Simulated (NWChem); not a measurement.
System: GeNH4OCl; SMILES [OH][Ge@H]([Cl])[NH2]

```xyz
8

N      1.2963    -1.3165    -0.4885
Ge    -0.0158    -0.3746     0.3060
O     -1.5192    -1.0629    -0.3096
Cl    -0.0941     1.7383    -0.2429
H      2.2474    -1.1069    -0.2021
H      1.2378    -1.3866    -1.5003
H      0.1302    -0.4227     1.8288
H     -2.2007    -0.3901    -0.4195
```
Atoms are numbered in this order, from 1.

Level: PBE0/def2-SVP (NWChem), optimised geometry, unscaled harmonic frequencies. 

Problem. List the harmonic frequencies with IR intensities, and the thermochemistry.

Solution. 
```
frequency (cm⁻¹)  IR intensity (km/mol)
----------------  ---------------------
150                                38.8
172                                 7.0
197                                38.7
235                                76.0
290                                 7.6
405                                47.6
490                               244.4
701                                68.4
720                                79.6
740                                50.5
764                                41.4
895                                29.1
919                               146.1
1538                               32.7
2203                               98.9
3591                               34.8
3697                               40.4
3903                               92.0
```

```
Quantity                                                                           Result
-----------------------------------------------------------------------  ----------------
zero-point energy                                                           30.9 kcal/mol
thermal correction to the enthalpy at 298.15 K (with zero-point energy)     35.6 kcal/mol
heat capacity Cv                                                         21.9 cal/(mol K)
entropy at 298.15 K and 1 atm (symmetry number 1)                        81.0 cal/(mol K)
dipole moment                                                                      0.97 D
```

Rigid rotor and harmonic oscillator.
